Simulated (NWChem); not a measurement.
Isomers of CH5F2NOSi, each optimised at PBE0/def2-SVP with NWChem, gas phase unless a solvent is named. Flexible species stand in one conformer each, which need not be the lowest. Pople sets run with spherical d functions. Relative energies count from the lowest isomer at each level and are electronic, without zero-point energy, on those geometries. Shieldings are non-relativistic GIAO values without spin-orbit effects.

A: CO[Si](N)(F)F
B: [Si](F)(CN)(F)O
C: CN[Si](O)(F)F
D: N[Si@](O)(F)CF

```
quantity                                                      A      B      C    D
--------------------------------------------------------  -----  -----  -----  ---
relative energy, PBE/def2-SVP (kcal/mol)                    3.4   14.9    0.0  ___
relative energy, M06-2X/def2-SVP (kcal/mol)                 3.2   19.4    0.0  ___
orbital gap (eV), PBE0/def2-SVP                            9.31   7.74   8.40  ___
highest harmonic frequency (cm⁻¹), PBE0/def2-SVP           3733   3938   3946  ___
29Si shift against tetramethylsilane, B3LYP/6-31G* (ppm)  -57.9  -35.8  -56.3  ___
```

Complete the blanks.


- relative energy, PBE/def2-SVP (kcal/mol), D: 39.6
- relative energy, M06-2X/def2-SVP (kcal/mol), D: 43.1
- orbital gap (eV), PBE0/def2-SVP, D: 9.08
- highest harmonic frequency (cm⁻¹), PBE0/def2-SVP, D: 3935
- 29Si shift against tetramethylsilane, B3LYP/6-31G* (ppm), D: -25.3
